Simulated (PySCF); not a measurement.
This script is equivalent to a calculation on Eu(50+) (europium, charge +50).

```python
from pyscf import gto, scf, dft, mp, cc
mol = gto.M(atom="Eu 0 0 0", charge=50, spin=1, symmetry="D2h",
            basis=gto.etbs([(0, 17, 11, 2.5), (1, 12, 14, 2.5), (2, 4, 56, 2.7), (3, 4, 84, 2.7)]),
            nucmod="G")
mf = scf.UHF(mol).sfx2c1e()
mf.irrep_nelec = {'Ag': (3, 3), 'B1u': (1, 1), 'B2u': (2, 1), 'B3u': (1, 1)}
mf.kernel()
```

Problem. What total energy does it give?

Solution. -8281.88973 hartree (calculated).

Problem. Which occupied shell lies highest, and where?

Solution. 3p α, at -4398.8 eV.

Problem. What is ⟨S²⟩, and what would a pure spin state give?

Solution. 0.750, against 0.75.

Spin-orbit coupling, absent here, splits the open shell strongly.
